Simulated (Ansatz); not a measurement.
Reaction (redistribution): `Cl[SiH2]C#[C][GeH3]` + `N#[C][SnH2][F]` → `F[SiH2]C#[C][GeH3]` + `N#[C][SnH2][Cl]`

Program: Ansatz. Geometries: PBE0-D4/def2-TZVP. ΔE: electronic, gas phase. CCSD(T)/CBS is the MP2 limit (def2-TZVPP, def2-QZVPP) plus CCSD(T) − MP2 in def2-TZVPP, frozen cores. def2 core potentials past Kr. For Ge, Sn outer-core shells are correlated without core-valence functions, which leaves a few kJ/mol of doubt a bond. Scalar relativity is left out up to krypton.

`Cl[SiH2]C#[C][GeH3]`:

```xyz
10

Cl   -1.656   -0.447    3.210
Si   -0.699   -1.532    1.756
C    -0.160   -0.423    0.425
C     0.202    0.314   -0.468
Ge    0.765    1.481   -1.864
H    -1.649   -2.531    1.224
H     0.476   -2.189    2.368
H     2.282    1.669   -1.753
H     0.399    0.838   -3.206
H     0.040    2.819   -1.691
```

`N#[C][SnH2][F]`:

Cartesian coordinates in Å:
```
N -1.779 1.297 1.436
C -0.994 0.725 0.816
Sn 0.481 -0.343 -0.239
F -0.012 -0.097 -2.068
H 0.325 -1.994 0.088
H 1.980 0.412 -0.034
```

`F[SiH2]C#[C][GeH3]`:

```xyz
10

F     2.514   -1.959    1.001
Si    0.928   -2.088    0.881
C     0.247   -0.536    0.228
C    -0.234    0.489   -0.207
Ge   -0.976    2.105   -0.891
H     0.627   -3.199   -0.048
H     0.385   -2.347    2.232
H    -2.345    1.783   -1.498
H    -0.026    2.653   -1.961
H    -1.119    3.099    0.265
```

`N#[C][SnH2][Cl]`:

```xyz
6

N     1.734   -1.182    1.613
C     0.969   -0.707    0.894
Sn   -0.443    0.117   -0.433
Cl   -0.348    2.400   -0.078
H    -1.978   -0.430    0.019
H     0.066   -0.199   -2.015
```

```json
{"species": "`Cl[SiH2]C#[C][GeH3]`", "CCSD(T)/CBS(def2) energy (Eh)": "-2904.07461"}
{"species": "`N#[C][SnH2][F]`", "CCSD(T)/CBS(def2) energy (Eh)": "-407.77206"}
{"species": "`F[SiH2]C#[C][GeH3]`", "CCSD(T)/CBS(def2) energy (Eh)": "-2544.10287"}
{"species": "`N#[C][SnH2][Cl]`", "CCSD(T)/CBS(def2) energy (Eh)": "-767.77261"}
```

Question: Work out ΔE.

Answer: ΔE = (-2544.10287) + (-767.77261) − (-2904.07461) − (-407.77206) = -0.02881 Eh = -75.6 kJ/mol.

Largest T1 diagnostic among the species: 0.014.

From r2SCAN to r2SCAN0 (25 % exact exchange), in def2-TZVPP and without D4, ΔE moves by −5.0 kJ/mol. Leaving LDA and LC-ωPBE aside and taking each functional with its dispersion term where it has one, the values, not all of them listed here, spread over 19.4 kJ/mol, from BHLYP-D4 to revPBE-D4. LDA lies −5.5 kJ/mol from PBE without D4. At CCSD(T), def2-SVP lies +5.7 kJ/mol from the extrapolated value and def2-TZVPP −1.5 kJ/mol.
